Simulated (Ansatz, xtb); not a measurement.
# BF3H2Si: which of two isomers lies lower

We compare X, `F[SiH2]B(F)F`, a singlet, with Y, `B[Si](F)(F)F`, a singlet. Both are isolated molecules in the gas phase, relaxed with PBE0-D3(BJ)/def2-SVP; the shapes shown needn't be the lowest conformers.

X (Å):

```xyz
7

B    -0.3189    0.0265   -0.0940
F    -2.6334   -1.7135   -0.8457
F     0.9752    0.2042    0.0968
F    -1.0998    1.0630    0.1213
Si   -1.0138   -1.7850   -0.6922
H    -0.6774   -2.8352    0.3125
H    -0.4276   -2.1637   -2.0108
```

Y (Å):

```xyz
7

B     0.3332   -1.7565    0.7783
F    -1.3935    0.6359    1.4494
F     0.9574    0.6617    2.4832
F    -0.8198   -0.9985    3.3742
Si   -0.2391   -0.3152    2.0380
H    -0.4455   -2.2188   -0.0159
H     1.4468   -2.2112    0.8395
```

Quicker runs give these differences E(Y) − E(X): GFN2-xTB −9.15 kcal/mol; HF/STO-3G +58.28 kcal/mol (at GFN2-xTB geometries); r2SCAN-D4/def2-SVP +12.80 kcal/mol (at GFN2-xTB geometries).

Question: Estimate E(Y) − E(X) at the level CCSD(T)/def2-SVP + ΔMP2/def2-TZVPP.

Answer: Not settled: CCSD(T)/def2-SVP + ΔMP2/def2-TZVPP gives E(Y) − E(X) = −1.06 kcal/mol, but this leans on the basis-set step: CCSD(T) alone gives +10.45 kcal/mol.

Level by level:

| level | geometry | E(Y) − E(X) (kcal/mol) | departure from the last row (kcal/mol) | job, with rough time for the two |
| --- | --- | --- | --- | --- |
| GFN2-xTB | GFN2-xTB | −9.15 | −8.08 | optimisation, 0.16 s |
| HF/STO-3G | GFN2-xTB | +58.28 | +59.35 | single point, 0.28 s |
| r2SCAN-D4/def2-SVP | GFN2-xTB | +12.80 | +13.86 | single point, 2.5 s |
| PBE0-D3(BJ)/def2-SVP | PBE0-D3(BJ)/def2-SVP | +12.91 | +13.97 | optimisation, 65 s |
| HF/def2-SVP | PBE0-D3(BJ)/def2-SVP | +6.72 | +7.78 | part of the CCSD(T) run |
| MP2/def2-SVP | PBE0-D3(BJ)/def2-SVP | +9.14 | +10.20 | part of the CCSD(T) run |
| CCSD(T)/def2-SVP | PBE0-D3(BJ)/def2-SVP | +10.45 | +11.52 | single point |
| CCSD(T)/def2-SVP + ΔMP2/def2-TZVPP | PBE0-D3(BJ)/def2-SVP | −1.06 |  | single point, 18 s |

As drawn, Y has 2 F–Si, 2 B–H in place of 2 B–F, 2 Si–H.

HF/STO-3G, r2SCAN-D4/def2-SVP, PBE0-D3(BJ)/def2-SVP, HF/def2-SVP, MP2/def2-SVP, CCSD(T)/def2-SVP put the two in the other order. The largest departure from CCSD(T)/def2-SVP + ΔMP2/def2-TZVPP is that of HF/STO-3G, 59.35 kcal/mol. The last row adds to CCSD(T) the change of the MP2 difference between the two basis sets, here −11.52 kcal/mol, a large step that makes the value less sure.

With harmonic frequencies from PBE0-D3(BJ)/def2-SVP (ideal gas, rigid rotor, one conformer each, 298.15 K, 1 atm): on the last row, ΔE + ΔZPE = −1.33 kcal/mol. A mode under 50 cm⁻¹ makes harmonic enthalpies and free energies unreliable, so none is given.

The correlated steps freeze 9 core orbitals. Codes used: Ansatz 0.2.0, xtb 6.7.1; the last row on 1 thread of Intel(R) Xeon(R) 6975P-C (Granite Rapids) on a shared host.
